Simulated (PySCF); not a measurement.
**Cost of response and excited-state runs on SMILES C1=CC(=O)C=C(C=O)C1=O, C₇H₄O₃**

Molfile (atoms numbered from 1):
```
C7H4O3
     RDKit          3D

 14 14  0  0  0  0  0  0  0  0999 V2000
    2.9940   -1.2136   -0.1010 O   0  0  0  0  0  0  0  0  0  0  0  0
    2.3758   -0.1848   -0.1239 C   0  0  0  0  0  0  0  0  0  0  0  0
    0.8953   -0.0997   -0.0458 C   0  0  0  0  0  0  0  0  0  0  0  0
    0.1438   -1.2094    0.0574 C   0  0  0  0  0  0  0  0  0  0  0  0
   -1.3305   -1.1739    0.1375 C   0  0  0  0  0  0  0  0  0  0  0  0
   -1.9975   -2.1823    0.2303 O   0  0  0  0  0  0  0  0  0  0  0  0
   -1.9327    0.1735    0.0964 C   0  0  0  0  0  0  0  0  0  0  0  0
   -1.1947    1.2814   -0.0061 C   0  0  0  0  0  0  0  0  0  0  0  0
    0.2788    1.2536   -0.0861 C   0  0  0  0  0  0  0  0  0  0  0  0
    0.9394    2.2662   -0.1782 O   0  0  0  0  0  0  0  0  0  0  0  0
    2.8670    0.7989   -0.2064 H   0  0  0  0  0  0  0  0  0  0  0  0
    0.6149   -2.1843    0.0852 H   0  0  0  0  0  0  0  0  0  0  0  0
   -3.0119    0.2086    0.1544 H   0  0  0  0  0  0  0  0  0  0  0  0
   -1.6426    2.2654   -0.0358 H   0  0  0  0  0  0  0  0  0  0  0  0
  1  2  2  0
  2  3  1  0
  3  4  2  0
  4  5  1  0
  5  6  2  0
  5  7  1  0
  7  8  2  0
  8  9  1  0
  9 10  2  0
  9  3  1  0
  2 11  1  0
  4 12  1  0
  7 13  1  0
  8 14  1  0
M  END
```

PySCF with density fitting, on 1 thread of an Arm Neoverse V1, shared host. Command: `OMP_NUM_THREADS=1 python excited_run.py task.json out`

How long does each of these runs take, and how much memory?
- first hyperpolarisability, LC-wPBE/def2-SVPD; wavelengths [1064] nm
- excited states, PBE0/def2-SVPD; Tamm-Dancoff; spin-orbit couplings; 6 states; 4 triplets; quadratic response for 4 states


```tsv
run	level	basis functions	wall time	peak memory (GiB)
first hyperpolarisability	LC-wPBE/def2-SVPD	241	72 s	0.97
excited states	PBE0/def2-SVPD	241	47 s	0.93
```
Times from a shared host are rough.
